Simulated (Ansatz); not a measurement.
Cost and result for the atomization energy of CH7BFGeN (12 atoms, 11 bonds).

Z-matrix (Å, degrees):
```
C
N 1 1.451
B 1 1.561 2 114.2
H 1 1.100 2 109.8 3 -120.4
H 1 1.109 2 114.5 3 123.1
Ge 2 1.838 1 118.9 3 -176.1
H 2 1.010 1 112.3 3 -39.9
F 3 1.324 1 118.8 2 -173.8
H 3 1.202 1 124.1 2 7.7
H 6 1.538 2 107.2 1 -64.3
H 6 1.549 2 112.4 1 54.7
H 6 1.535 2 107.3 1 175.9
```

The species carries charge 0 and has multiplicity 1. Correlated methods include outer-core shells of Ge, which these sets cover unevenly. Scalar relativity is left out up to krypton. The bonds changed during the relaxation, so this is another structure than the one it started from. The structure was optimised at the PBE0-D4/def2-TZVP level. It is one conformer, not always the lowest. Program: Ansatz. All runs use 4 threads of an Intel Xeon on a shared host. Times are those of one run each, without the atoms' runs, and a repeat can differ threefold. Electronic energies, without spin–orbit coupling; frozen cores. CCSD(T)/CBS adds CCSD(T) − MP2 in def2-TZVPP to the MP2 limit, and its time is that of the two runs behind it. T1 = 0.012. With those shells the extrapolation isn't a true limit. B3LYP takes the VWN-RPA correlation (the form of Gaussian; ORCA's B3LYP/G).

CCSD(T)/CBS is a level of theory with its own doubt, some kJ/mol a heavy atom from the limit and from the frozen cores, so smaller differences don't rank the functionals.

| level | functions | wall time | atomization (kJ/mol) | difference from CCSD(T)/CBS | per bond |
| --- | --- | --- | --- | --- | --- |
| PBE-D4/def2-TZVPP (with forces) | 270 | 6 s | 4229.4 | 59.5 | 5.4 |
| PBE0-D4/def2-TZVPP | 270 | 10 s | 4164.0 | -5.9 | -0.5 |
| r2SCAN-D4/def2-TZVPP (with forces) | 270 | 12 s | 4175.4 | 5.5 | 0.5 |
| B3LYP-D4/def2-TZVPP (with forces) | 270 | 15 s | 4174.3 | 4.4 | 0.4 |
| B2PLYP/def2-TZVPP | 270 | 16 s | 4132.6 | -37.3 | -3.4 |
| ωB97X-V/def2-TZVPP | 270 | 21 s | 4193.1 | 23.2 | 2.1 |
| ωB97M-V/def2-TZVPP (with forces) | 270 | 29 s | 4177.5 | 7.6 | 0.7 |
| MP2/def2-QZVPP | 527 | 67 s | 4179.5 | 9.6 | 0.9 |
| CCSD(T)/def2-TZVPP | 270 | 6.9 min | 4074.7 | -95.2 | -8.7 |
| CCSD(T)/CBS(def2) | – | 8 min | 4169.9 | 0.0 | 0.0 |

The D4 term adds +34.3 kJ/mol with B3LYP and +18.0 kJ/mol with PBE0; it sums over pairs of atoms, weighted by their polarisabilities, and B3LYP, whose exchange is more repulsive, gets the larger term. From PBE to PBE0 (25 % exact exchange), in def2-TZVPP and without D4, the atomization energy moves by −62.1 kJ/mol: exact exchange takes away binding that semilocal exchange gives to molecules. In def2-TZVPP, CCSD(T) changes the Hartree–Fock value by +1024.3 kJ/mol (the triples alone add +54.7 kJ/mol) and MP2 by +1072.9 kJ/mol; breaking electron pairs costs correlation energy, which Hartree–Fock lacks.
